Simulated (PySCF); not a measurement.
Computed properties of Cd(I)(GeH3) (CdGeH3I), SMILES [I][Cd][GeH3]

Cd(I)(GeH3) (CdGeH3I), SMILES [I][Cd][GeH3]. Geometry optimised at r2SCAN-D4/def2-SVP. The structure was generated by enumeration; whether it is a known compound was not checked. The def2 effective core potentials stand for the cores of Cd, I; spin–orbit coupling is left out. One conformer was computed; it need not be the lowest. All values are computed for the isolated molecule unless a solvent is named; none is compared with measurement here.

**Structure.** The optimised structure has C3v symmetry. All 12 harmonic modes at r2SCAN-D4/def2-SVP (PySCF) are real, so it is a minimum. With heavy atoms numbered as in [Cd:1]([I:2])[GeH3:3], the shortest bond between them is Cd1–Ge3 at 2.522 Å and the longest Cd1–I2 at 2.623 Å.

**Vibrations.** The strongest infrared lines (harmonic, unscaled, degenerate partners summed) lie at 774 cm⁻¹ (357 km/mol, H 97 %), 2148 cm⁻¹ (190 km/mol, H 98 %), 2133 cm⁻¹ (93 km/mol, H 100 %). The softest mode is at 53 cm⁻¹ and the zero-point energy is 14.8 kcal/mol.

**Electronic structure.** M06-2X/def2-TZVPD (PySCF) places the frontier levels at -8.49 and -0.75 eV, a gap of 7.74 eV, and gives a dipole moment of 2.44 D and a mean polarisability of 109.3 bohr³. PBE/def2-TZVPD (PySCF) at the same geometry gives -6.32 and -2.19 eV, so its gap is 3.61 eV narrower. An orbital gap is neither the optical nor the fundamental gap.

**Excitations.** TDDFT-PBE0/def2-SVPD (PySCF) has S1 at 4.80 eV (258 nm, f = 0.029, weak); the most intense of the 10 singlets computed lies at 6.13 eV (f = 1.40). Strengths of degenerate partners are summed. T1 (TDA) is at 4.51 eV. TDDFT-PBE/def2-SVPD (PySCF) puts S1 at 4.22 eV. No vertical singlet excitation falls in the visible range (under 3.1 eV).
